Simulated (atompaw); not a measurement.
**What one change does to a pseudopotential (Cr, PAW (atompaw))**

* Element: chromium
* Generator: atompaw 4.2.0.5
* Type: PAW
* Functional: PBE
* Relativity: non-relativistic
* Frozen core: [Ne] 3s2
* Valence charge: 12
* Reference configuration: 3p6 3d4 4s0 4p0 (charge +2)
* Partial waves: 4s (bound, empty): rc 2.45 bohr; 4s channel at -1 Ry: rc 2.45 bohr; 3p (bound): rc 1.10 bohr; 4p (bound, empty): rc 1.50 bohr; 3d (bound): rc 2.45 bohr; 3d channel at 0.7 Ry: rc 2.45 bohr
* Local potential: bessel scheme, radius 2.30 bohr
* Core correction: smooth core density matched at 2.30 bohr
* Augmentation charge: gaussian compensation charge, radius 1.95 bohr; PAW radius 2.45 bohr; waves and projectors: custom polynom gramschmidtortho

All-electron outer shells of the reference configuration (PBE, non-relativistic, ld1.x):

| shell | level (eV) | outermost node (bohr) | outermost maximum (bohr) |
| --- | --- | --- | --- |
| 3s | -93.71 | 0.36 | 0.79 |
| 3p | -66.17 | 0.33 | 0.80 |
| 3d | -23.00 | – | 0.82 |
| 4s | -18.46 | 1.11 | 2.39 |
| 4p | -13.40 | 1.20 | 2.78 |

Change: local potential troulliermartins scheme with l = 3 at 0.5 Ry, radius 2.30 bohr.

Cutoffs: the cutoffs (Ry, on a coarse ladder) from which the occupation-weighted sum of valence levels, in a spherical-Bessel basis at the reference potential, stays within 10 and 1 mRy of its value at 400 Ry; they do not see the model core or the augmentation charge, which bear on the density cutoff.

Problem. What does the change do?

Solution. The potential gets neither clearly harder nor softer (55 Ry and 100 Ry → 55 Ry and 100 Ry); both files keep a bound ghost (s); the range in which the d phases agree widens (upper end 3.5 → 4.6).

```tsv
quantity	base	changed
cutoff, loose	55 Ry	55 Ry
cutoff, tight	100 Ry	100 Ry
loose cutoff by channel (10 mRy a level)	p 45 Ry, d 12 Ry	p 45 Ry, d 15 Ry
bound ghosts	s	s
s: phases at 2.47 bohr within 0.05 rad from the reference energy up to (Ry; the scan ends near 5)	n/a	4.4
p: phases at 2.47 bohr within 0.05 rad from the reference energy up to (Ry; the scan ends near 5)	4.4	to the end of the scan
d: phases at 2.47 bohr within 0.05 rad from the reference energy up to (Ry; the scan ends near 5)	3.5	4.6
lowest overlap eigenvalue by channel	s 0.15, p 0.65, d 0.94	s 0.17, p 0.67, d 0.93
```

 A true bound ghost makes a file unfit for plane-wave use even where its test errors are small: the radial tests pick states by their node count and pass the ghost by. The cutoffs see the waves, projectors and local potential, not the compensation charge or the core.
